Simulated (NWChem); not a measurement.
## C2H6FGa (SMILES [CH3][Ga]([CH3])[F]): name the method

C2H6FGa: 10 atoms, total charge 0, spin state singlet. SMILES: `[CH3][Ga]([CH3])[F]`. The coordinates come from a PBE0-D4/def2-TZVP relaxation.

```xyz
10

C    -0.8335    1.3749   -0.8219
Ga   -0.0506   -0.3616   -0.3849
C     0.8939   -1.0672    1.1737
F    -0.2285   -1.5518   -1.6880
H    -1.5259    1.6978   -0.0413
H    -0.0518    2.1346   -0.9007
H    -1.3655    1.3200   -1.7717
H     1.0890   -2.1319    1.0459
H     1.8466   -0.5487    1.3077
H     0.3092   -0.9170    2.0840
```

A calculation with NWChem 7.3.0 gave:

```yaml
total_energy: -2104.3486 Eh
dipole_moment: 2.68 D
HOMO_energy: -7.53 eV
LUMO_energy: -0.71 eV
HOMO–LUMO_gap: 6.82 eV
largest_force: 0.169 eV/Å
```

Question: Which of these levels gave the numbers?
A. B3LYP/6-31G* (spherical functions)
B. HF/STO-3G
C. HF/3-21G
D. B3LYP/6-31G* (Cartesian functions)

Answer: D. The others give -2104.3402 Eh (B3LYP/6-31G* (spherical functions)), -2077.2428 Eh (HF/STO-3G), -2091.6288 Eh (HF/3-21G).
